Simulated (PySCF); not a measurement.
# Pb⁺: excitation energy

Pb⁺ [Xe] 4f14 5d10 6s2 6p1 (2P) → Pb⁺ [Xe] 4f14 5d10 6s1 6p2 (4P), as a difference of total energies. Computed with PySCF 2.14 in def2-QZVPPD with the def2 core potential (60 electrons) (8s6p5d4f1g, 88 functions), with scalar relativity through the core potential. Correlated levels: valence: 5s2 5p6 5d10 frozen. The calculations carry no spin-orbit coupling.

| method | excitation energy (eV) |
| --- | --- |
| UHF | 6.033 |
| MP2 (valence) | 6.649 |
| SCS-MP2 (valence) | 6.883 |
| CCSD (valence) | 6.795 |
| CCSD(T) (valence) | 6.807 |

Problem. How much does correlation contribute at CCSD(T) (valence)?

Solution. 6.807 − (6.033) = 0.774 eV, measured against UHF.

Spin-orbit coupling is strong in these open shells (close to jj coupling). The scalar numbers leave it out and a first-order estimate fails, so it can dominate the gap to the real levels.
